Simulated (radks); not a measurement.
Nd, 60 electrons, occupied as [Xe] 4f4 6s1 6f1 (not the ground configuration).

Method: Dirac Kohn-Sham, PBE, spin-unpolarised, spherical densities, point nucleus; open shells are shared between the two j in proportion to 2j + 1; computed with a radial shooting solver on a logarithmic mesh with Libxc functionals.

Energy parts (hartree):
| part | energy |
|---|---|
| total | -9629.6862 |
| kinetic | 10386.0069 |
| electron-nucleus | -23519.7764 |
| Hartree | 3727.0768 |
| exchange-correlation | -222.9934 |

Orbitals (lengths in bohr, moments of r in powers of bohr):
\begin{tabular}{lrrr}
orbital & occ. & eigenvalue (hartree) & <r> \\ \hline
1s1/2 & 2 & -1593.745 & 0.02363 \\
2s1/2 & 2 & -257.8029 & 0.1005 \\
2p1/2 & 2 & -243.8904 & 0.08422 \\
2p3/2 & 4 & -224.7776 & 0.09063 \\
3s1/2 & 2 & -56.06348 & 0.2659 \\
3p1/2 & 2 & -50.12612 & 0.2556 \\
3p3/2 & 4 & -46.31055 & 0.2681 \\
3d3/2 & 4 & -35.97877 & 0.2394 \\
3d5/2 & 6 & -35.15406 & 0.2433 \\
4s1/2 & 2 & -11.28520 & 0.6073 \\
4p1/2 & 2 & -9.04504 & 0.6238 \\
4p3/2 & 4 & -8.21798 & 0.6520 \\
4d3/2 & 4 & -4.53866 & 0.7014 \\
4d5/2 & 6 & -4.39256 & 0.7115 \\
4f5/2 & 1.71429 & -0.24314 & 1.097 \\
4f7/2 & 2.28571 & -0.22825 & 1.116 \\
5s1/2 & 2 & -1.65793 & 1.473 \\
5p1/2 & 2 & -1.06185 & 1.663 \\
5p3/2 & 4 & -0.95058 & 1.753 \\
6s1/2 & 1 & -0.25591 & 4.045 \\
6f5/2 & 0.428571 & -0.01348 & 28.13 \\
6f7/2 & 0.571429 & -0.01347 & 28.11 \\
\end{tabular}

The highest occupied level is 6f7/2 at -0.366 eV. The density falls to 0.001 e/bohr^3 at r = 4.62 bohr.
